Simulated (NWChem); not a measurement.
**Basis-set dependence for HCl₂Ge**

```xyz
4

Cl    -0.5506    -0.3191     1.7539
Ge     0.5255     0.3509     0.0000
Cl    -0.5506    -0.3191    -1.7539
H      1.9033    -0.3765     0.0000
```
Charge 0, spin multiplicity 2.

The numbers come from NWChem runs, not from measurements. The geometry was optimised at UPBE0/def2-SVP, a minimum by its harmonic frequencies.

Hartree-Fock energies in Ha, correlation energies in mHa.

The Hamiltonian is non-relativistic. The correlated methods keep 19 core orbitals frozen. The structure started from a generated list of species. The unpaired electrons of the parent sit in orbitals of symmetry a' (Cs labels of the run); other states weren't searched. No SCF solution was tested for a lower state. Open-shell Hartree-Fock references start from PBE0 orbitals. Coupled-cluster values serve here as a point of comparison, not as the truth.

```
basis      functions          UHF    UMP2  SCS-UMP2  CCSD on ROHF  CCSD[T] on ROHF  CCSD(T) on ROHF  CCSD on UHF  CCSD[T] on UHF  CCSD(T) on UHF
---------  ---------  -----------  ------  --------  ------------  ---------------  ---------------  -----------  --------------  --------------
3-21G             50  -2980.56649  -129.8    -130.3        -152.3           -155.9           -155.4       -151.2          -154.6          -154.1
def2-SVP          73  -2994.45185  -470.2    -445.5        -496.3           -510.1           -509.1       -494.3          -507.8          -506.9
def2-TZVP        128  -2995.03656  -593.6    -569.9       not run          not run          not run      not run         not run         not run
```

From def2-SVP to def2-TZVP the Hartree-Fock energy moves by -584.7 mHa and the UMP2 correlation energy by -123.4 mHa, which is 21 % of its value in the larger set.
